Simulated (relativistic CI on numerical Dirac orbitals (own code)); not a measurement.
**Radial parameters of Ho⁵⁷⁺**

These numbers are calculated, not measured: Dirac-Coulomb-Breit CI, KLI orbitals optimised for each configuration, model QED, unscaled Slater integrals (own radial code, finite nucleus).

Slater integrals F^k, G^k are unscaled and averaged over j, outside the closed core 1s2; ζ comes from projecting the Hamiltonian with its Breit term on Σ l·s of the shell.

- 2s2 2p5 3s: ζ(2p) = 4.7256e+06, G^1(2p,3s) = 132420 cm⁻¹; <r>(2p) = 0.07561, <r^2>(2p) = 0.006968, <r>(3s) = 0.2045, <r^2>(3s) = 0.04776 (bohr units).
- 2s2 2p5 3p: ζ(2p) = 4.7243e+06, F^2(2p,3p) = 347770, G^0(2p,3p) = 138750, G^2(2p,3p) = 152140, ζ(3p) = 1.2914e+06 cm⁻¹; <r>(2p) = 0.07564, <r^2>(2p) = 0.006975, <r>(3p) = 0.1985, <r^2>(3p) = 0.0456 (bohr units).
- 2s2 2p5 3d: ζ(2p) = 4.7281e+06, F^2(2p,3d) = 456080, G^1(2p,3d) = 432670, G^3(2p,3d) = 250340, ζ(3d) = 183310 cm⁻¹; <r>(2p) = 0.07564, <r^2>(2p) = 0.006976, <r>(3d) = 0.1739, <r^2>(3d) = 0.03477 (bohr units).

Averages of the first 10 configurations, taken without configuration mixing, which lowers the lowest level and can move excited configurations by several eV; other configurations of the list can lie among them:

```csv
Configuration,Parity,States,Average energy above the lowest level (eV)
2s2 2p6,even,1,0.2
2s2 2p5 3s,odd,12,7025.7
2s2 2p5 3p,even,36,7314.3
2s2 2p5 3d,odd,60,7576.8
2s 2p6 3s,even,4,8035.0
2s 2p6 3p,odd,12,8318.8
2s 2p6 3d,even,20,8581.0
2s2 2p5 4s,odd,12,9643.2
2s2 2p5 4p,even,36,9761.9
2s2 2p5 4d,odd,60,9865.9
```
